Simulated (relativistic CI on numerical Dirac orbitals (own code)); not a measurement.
## Rh⁵⁺: resonant inelastic scattering at the L2,3 edge

Computed with this model: Dirac-Coulomb-Breit CI, KLI orbitals optimised for each configuration, model QED, valence Slater integrals scaled by 0.8, Kramers-Heisenberg scattering through one core-hole configuration in a parametric crystal field; configurations [Kr] 4d4 → [He] 2s2 2p5 3s2 3p6 3d10 4s2 4p6 4d5; 300 K; core-hole width 0.96 eV; summed over polarisations. Incident energies are the highest absorption maxima for each field (at most a few, so the weaker spin-orbit partner edge can be absent), on the computed scale of the free ion. Intensities are in per cent of the strongest line above 0.02 eV; levels within 1 cm⁻¹ are merged; final levels count from the ground level, the first row holds all elastic scattering, lines under 0.4 are left out and each table stops after 24 rows. The scale of the Slater integrals is a model choice and moves the terms in proportion.

Field parameters in Wybourne normalisation: Td as Oh with Dq negative (B⁴₀ = 21Dq, B⁴₄ = √(5/14) B⁴₀). The field is a parameter set, without covalency.

S is read from ⟨S²⟩ = S(S + 1).

Td, 10Dq = -3800 cm⁻¹:

| Final level (eV) | Degeneracy | Irrep | S | 3011.3 eV | 3013.8 eV | 3156.8 eV |
| --- | --- | --- | --- | --- | --- | --- |
| 0.000 | 1 | A1 | 1.96 | 113.7 | 603.6 | 27.4 |
| 0.076 | 3 | T1 | 1.97 | 72.2 | 100.0 | 8.0 |
| 0.154 | 3 | T2 | 1.99 | 33.8 | 45.7 | 1.3 |
| 0.251 | 2 | E | 1.99 | 21.0 | 21.1 | 1.2 |
| 0.303 | 3 | T1 | 1.99 | 2.0 | 2.5 | 0.4 |
| 0.393 | 3 | T2 | 1.98 | 2.5 | 3.8 | 1.0 |
| 0.765 | 3 | T2 | 1.98 | 6.9 | 4.1 | 0.5 |
| 0.783 | 2 | E | 1.97 | 6.9 | 3.6 | 0.9 |
| 0.793 | 3 | T1 | 1.97 | 13.2 | 4.7 | 0.6 |
| 0.803 | 1 | A1 | 1.97 | 4.8 | 1.7 | 1.4 |
| 1.725 | 1 | A1 | 0.97 | 1.4 | 30.8 | 6.5 |
| 2.013 | 2 | E | 0.98 | 0.1 | 0.7 | 2.6 |
| 2.016 | 3 | T1 | 1.00 | 0.9 | 10.8 | 2.3 |
| 2.112 | 3 | T2 | 1.00 | 0.1 | 2.7 | 0.6 |
| 2.177 | 3 | T1 | 0.96 | 0.2 | 3.8 | 3.4 |
| 2.263 | 3 | T2 | 0.99 | 0.1 | 0.6 | 3.7 |
| 2.354 | 3 | T1 | 0.99 | 0.0 | 0.4 | 1.3 |
| 2.355 | 2 | E | 0.99 | 0.1 | 1.0 | 4.1 |
| 2.399 | 1 | A1 | 0.97 | 0.9 | 12.5 | 7.6 |
| 2.409 | 2 | E | 1.00 | 0.0 | 0.5 | 0.3 |
| 2.413 | 3 | T2 | 0.99 | 0.0 | 0.3 | 0.7 |
| 2.581 | 3 | T2 | 0.98 | 0.0 | 0.5 | 3.6 |
| 2.616 | 3 | T1 | 1.00 | 0.3 | 2.6 | 3.9 |
| 2.678 | 3 | T2 | 1.00 | 0.0 | 0.4 | 2.1 |

Td, 10Dq = -8550 cm⁻¹:

```tsv
Final level (eV)	Degeneracy	Irrep	S	3011.5 eV	3013.9 eV	3156.9 eV
0.000	1	A1	1.92	199.5	950.6	40.6
0.073	3	T1	1.96	79.8	37.2	8.3
0.134	3	T2	1.98	40.9	78.7	3.1
0.258	2	E	1.98	23.7	23.8	3.2
0.289	3	T1	1.99	2.8	3.3	0.8
0.386	3	T2	1.98	3.3	6.8	6.1
1.105	1	A1	0.88	4.6	100.0	5.0
1.292	1	A2	1.96	0.3	0.6	0.1
1.298	2	E	1.93	16.7	3.3	0.3
1.299	3	T2	1.96	17.0	10.9	0.2
1.303	3	T1	1.94	39.3	8.5	1.1
1.312	1	A1	1.94	14.0	9.6	6.3
1.536	3	T1	1.05	2.3	35.7	2.5
1.565	2	E	1.05	0.5	9.4	7.4
1.626	3	T2	1.02	0.6	14.7	1.1
1.844	1	A2	1.03	0.0	0.7	0.5
1.914	3	T1	0.92	0.2	7.6	3.0
1.926	1	A1	0.52	0.7	8.5	1.4
1.936	3	T2	1.02	0.5	1.7	5.9
2.075	2	E	1.01	0.1	3.2	2.1
2.236	3	T1	0.88	0.3	3.4	5.0
2.411	2	E	1.01	0.1	1.1	1.2
2.429	3	T2	1.00	0.1	0.8	0.8
2.502	1	A1	1.02	0.5	4.1	6.5
```

For the first field the strongest loss at the lowest incident energy is the level at 0.08 eV (S = 1.97, against 1.96 in the thermal ground state). Levels of other spin, the first over 8 % at 1.73 eV, appear because spin-orbit coupling of the core hole, and in heavier ions of the valence shell too, mixes spins.
